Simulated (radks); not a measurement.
Values are calculated unless marked as measured or tabulated.
Ionisation of the manganese ion Mn3+, [Ar] 3d4, to [Ar] 3d3 as the strength of local exchange is varied. Level of theory: scalar-relativistic Kohn-Sham, Slater X-alpha exchange (alpha = 2/3 is LDA exchange), no correlation, spin-unpolarised, spherical densities, finite nucleus; Fermi nuclear charge, rms radius 3.7057 fm (a radial shooting solver on a logarithmic mesh with Libxc functionals).

| alpha | E(Mn3+) (hartree) | exchange (hartree) | IE (eV) | -e of the level emptied (eV) | <r> of it (bohr) |
|---|---|---|---|---|---|
| 0.592 | -1146.84514 | -41.34806 | 47.388 | 38.065 (3d) | 1.069 |
| 0.636 | -1149.92391 | -44.52952 | 48.505 | 39.083 (3d) | 1.058 |
| 0.667 | -1152.09754 | -46.77991 | 49.302 | 39.811 (3d) | 1.050 |
| 0.789 | -1160.68791 | -55.70764 | 52.518 | 42.763 (3d) | 1.021 |
| 0.797 | -1161.25322 | -56.29703 | 52.734 | 42.961 (3d) | 1.019 |
| 0.842 | -1164.43768 | -59.62143 | 53.955 | 44.088 (3d) | 1.008 |

NIST Atomic Spectra Database: 51.2 +/- 0.12 eV (semi-empirical). The Delta-SCF value meets it near alpha = 0.74. Spin polarisation and multiplet splitting are left out, so open shells lie too high by an amount that depends on their filling.

Beside tabulated values, note that spin-unpolarised runs miss the spin-polarisation part of the exchange energy of open shells.
